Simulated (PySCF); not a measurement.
# WCl₂: from structure and modes to constants

All numbers come from UPBE0/[W def2-TZVP with ECP60, Cl def2-TZVP], scalar-relativistic core potentials, density fitting, no spin–orbit coupling, PySCF.

The quintet minimum has C2v symmetry. Masses (u): W 183.95093, Cl 34.96885.

```xyz
3
charge 0 multiplicity 5, angstrom
W    -0.1167   -0.1636    0.0000
Cl    0.3191    0.4473    2.1396
Cl    0.3191    0.4473   -2.1396
```

Harmonic wavenumbers (cm⁻¹): 62.3 (a1, ×1), 388.8 (a1, ×1), 398.0 (b2, ×1).

Find the principal moments of inertia and the rotational constants. What kind of rotor is it?

About the centre of mass I = 28.535, 320.16, 348.7 u Å². With B = 16.8576/I this gives 0.5908, 0.05265, 0.04834 cm⁻¹. The molecule is an asymmetric top with κ = -0.98.

Give the standard entropy (298.15 K, 1 bar) by its translational, rotational, vibrational and spin parts, and Cp.

Sackur–Tetrode with M = 253.89 u gives 177.9; rotation with symmetry number 2 gives 105.0; vibration 26.6; spin R ln 5 = 13.4. The total is 322.9 J/(mol K), and Cp = 4 R + 20.7 = 53.9 J/(mol K).

Other isomers or separated fragments may lie lower. Open d and f shells are described by one determinant, and the ground state may have another occupation or spin. No spin–orbit coupling is included, which matters more the heavier the element.
